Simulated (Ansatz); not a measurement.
**Worked example: SiH2(SH)2 + Sn(SH)4 → SiH(SH)3 + SnH(SH)3**

Gas-phase species: SiH2(SH)2, singlet; Sn(SH)4, singlet; SiH(SH)3, singlet; SnH(SH)3, singlet. The partners trade H for SH: Si–H and Sn–SH bonds give way to Si–SH and Sn–H.

Shapes, held fixed at every level: PBE0-D4/def2-TZVP. Flexible molecules stand in one conformer, not always the lowest. Programs: Ansatz 0.2.0. The zero-point and thermal change to 298 K, harmonic and unscaled (PBE0-D4/def2-TZVP), is -2.4 kJ/mol.

At CCSD(T)/def2-TZVPP; 1 Eh = 2625.50 kJ/mol:

```
  species   energy (Eh)
SiH2(SH)2  -1086.977360
  Sn(SH)4  -1807.116366
 SiH(SH)3  -1484.749629
 SnH(SH)3  -1409.340649
```

**Question.** Work out ΔH(298 K) of the reaction at this level.

**Answer.** 
1. Products less reactants: (-1484.749629) + (-1409.340649) − [(-1086.977360) + (-1807.116366)] = 0.003448 Eh = +9.1 kJ/mol.
2. With the thermal change: +9.1 + (-2.4) = +6.7 kJ/mol.

Other levels give +2.7 (PBE0-D4/def2-TZVPP) to +12.0 kJ/mol (HF/def2-SVP). No measured value is set beside it here. For atoms past krypton def2 sets carry core potentials with scalar relativity. Outer-core shells of Sn are correlated, in sets that cover them unevenly.
